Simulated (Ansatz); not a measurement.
Problem. Name a neutral molecule of Br, C, O and H with HOMO energy (B3LYP/def2-TZVPP) between -7.80 and -7.50 eV and HOMO–LUMO gap (B3LYP/def2-TZVPP) between 5.75 and 6.05 eV (Ansatz, PBE0-D4/def2-TZVP geometry).

Solution. `O=CCBr` (-7.68 eV, 5.83 eV). Other molecules can fit too; these were computed, each in one conformer that needn't be the lowest.

B3LYP here is the variant with VWN-RPA as its local correlation; programs differ in this.
